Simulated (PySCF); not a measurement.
Where does 1,2-dimethylimidazole take a proton?

System: `Cc1nccn1C` (C5H8N2). Atom numbers as in the mapped SMILES `[CH3:1][c:2]1[n:3][cH:4][cH:5][n:6]1[CH3:7]`. These are map numbers, not IUPAC locants.

Level of theory: ωB97X-D3(BJ)/def2-TZVP single points in PySCF, grid level 2; every species was optimised with PBE0-D3(BJ)/def2-SVP. Zero-point and thermal terms (298.15 K, 1 bar) come from unscaled GFN2-xTB harmonic frequencies, with soft modes damped to free rotors in the entropy. These were taken at the GFN2-xTB minima.

| site | product | PA / kJ/mol | GB / kJ/mol | gas share | above best in chloroform / kJ/mol | above best in THF / kJ/mol |
| --- | --- | --- | --- | --- | --- | --- |
| N3 (pyridine-type nitrogen) | `Cc1[nH+]ccn1C` | 1003 | 971 | > 99.9 % | 0.0 | 0.0 |
| N6 (pyrrole-type nitrogen) | `CC1=NC=C[NH+]1C` | 803 | 772 | < 0.1 % | 180.2 | 177.0 |

PA is −ΔH and GB is −ΔG of B + H⁺ → BH⁺ in the gas phase. Shares are Boltzmann weights among the listed products; an error of 10 kJ/mol changes a ratio about 56-fold. Sites whose products fell apart, merged with another or lost in a GFN2-xTB screen aren't listed. Values in solvent are IEF-PCM free energies relative to the most favourable product.

Of the listed sites N3 (pyridine-type nitrogen) is favoured in the gas phase, 199 kJ/mol ahead of N6 in free energy.

In chloroform the product from N3 is solvated 160 kJ/mol more strongly than the parent (electrostatics only).

In THF the product from N3 is solvated 175 kJ/mol more strongly than the parent (electrostatics only).

Measured values (NIST Chemistry WebBook, evaluated or the median of agreeing entries): proton affinity (−ΔH) 985 kJ/mol (computed 1003, difference 18); gas-phase basicity (−ΔG) 953 kJ/mol (computed 971, difference 18). These are compared with the most favourable site that keeps the skeleton.
